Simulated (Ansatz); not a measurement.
Ideal-gas functions of CH3PSSe (`PSC=[Se]`) at 800 K and 1 bar, from an Ansatz frequency run at PBE0-D4/def2-TZVP.

Molar mass 157.04 g/mol, point group Cs (symmetry number 1), electronic degeneracy 1, moments of inertia 32.259, 583.657, 611.619 u Å². Harmonic wavenumbers (cm⁻¹, unscaled): 94, 150, 160, 239, 497, 716, 785, 800, 833, 953, 1122, 1233, 2412, 2418, 3122.

Use S(trans) = R[1.5 ln M + 2.5 ln T − 1.1517]; rotational temperatures θ = 24.2544 K / I; S(rot) = R[ln(√π/σ · √(T³/θAθBθC)) + 1.5]; for each mode x = 1.438777 ν̃/T, S = R[x/(eˣ − 1) − ln(1 − e⁻ˣ)] and H = RT x/(eˣ − 1); 1 cm⁻¹ = 0.0119627 kJ/mol; R = 8.31446 J/(mol·K).

Question: By hand: the entropy, in J/(mol·K).

Answer: Translation 192.4. Rotation: θ = 0.7519, 0.0416, 0.0397 K, giving 128.4. Vibration, mode by mode: 23.10, 19.23, 18.70, 15.40, 9.52, 6.76, 6.10, 5.97, 5.69, 4.78, 3.76, 3.21, 0.59, 0.58, 0.20, in all 123.6. Electronic 0.0. Sum 444.4 J/(mol·K).

Question: By hand: H − E and G − E in kJ/mol, counted from the electronic energy.

Answer: Zero-point energy ½ × 15534 × 0.0119627 = 92.9; thermal vibration 46.5; translation, rotation and pV give 4 RT = 26.6. H − E = 166.0 kJ/mol, and G − E = 166.0 − 800 × 444.4/1000 = -189.5 kJ/mol.

Vibration gives 28 % of the entropy, 23.1 J/(mol·K) of it from the mode under 150 cm⁻¹: soft modes count most, and the harmonic formula is weakest for them. The sum counts one conformer and one mirror image; others add a mixing term.
